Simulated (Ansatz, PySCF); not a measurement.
Process, species as SMILES: CCl (CH3Cl) [chloromethane] → [CH2]Cl + H atom (the C-H bond at the site shown breaks; other sites are not compared here)
Each molecule is optimised on its own at B3LYP-D3(BJ)/def2-TZVP (Ansatz, a first-principles code).

Wanted: bond dissociation energy (enthalpy at 298 K, with B3LYP-D3(BJ) rigid-rotor harmonic-oscillator terms from PySCF), in eV. Valence correlation only, unless marked. Open shells are spin-unrestricted. No spin-orbit coupling. No relativistic terms. CBS(X,Y): correlation extrapolated as X^-3; Hartree-Fock from the larger set.

| level | program | bond dissociation energy (eV) |
|---|---|---|
| PBE0/def2-TZVP | Ansatz | 4.11 |
| B2PLYP/def2-TZVPD | Ansatz | 4.19 |
| SCS-MP2/6-31G | Ansatz | 4.08 |
| SCS-MP2/aug-cc-pV(D+d)Z | Ansatz | 4.21 |
| CCSD(T)/CBS(def2-TZVPPD,def2-QZVPPD) | Ansatz | (withheld) |

Task: What belongs in the gaps?

Result: 
- CCSD(T)/CBS(def2-TZVPPD,def2-QZVPPD), bond dissociation energy (eV): 4.31
